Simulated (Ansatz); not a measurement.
`FC1=CCB1`, relaxed with RKS PBE-D4/def2-SVP in the Gaussian-basis code of Ansatz from a rough embedded geometry. The force threshold is 0.03 eV/Å; the program also tests the step.

The species carries charge 0 and has multiplicity 1.

Start:

```xyz
9

F    -0.373    2.390   -0.534
C    -0.177    1.057   -0.254
C     0.953    0.314    0.005
C     0.242   -0.839    0.199
B    -1.105   -0.214   -0.050
H     2.023    0.590    0.028
H     0.440   -1.643   -0.543
H     0.293   -1.228    1.243
H    -2.296   -0.427   -0.094
```

| step | energy (eV) | largest force (eV/Å) | largest move (Å) |
| --- | --- | --- | --- |
| 1 | -6553.7092 | 5.720 | 0.000 |
| 2 | -6554.5222 | 2.067 | 0.115 |
| 3 | -6554.6734 | 0.426 | 0.056 |
| 4 | -6554.6788 | 0.114 | 0.009 |
| 5 | -6554.6792 | 0.024 | 0.005 |

End:

```xyz
9

F    -0.336    2.418   -0.551
C    -0.215    1.122   -0.258
C     0.913    0.389   -0.012
C     0.232   -0.964    0.232
B    -1.121   -0.119   -0.063
H     1.985    0.671    0.002
H     0.494   -1.765   -0.493
H     0.353   -1.378    1.256
H    -2.305   -0.375   -0.114
```

Run time 7.5 s (2 threads of an Arm Neoverse V2 on a shared host); peak host memory 0.16 GiB.
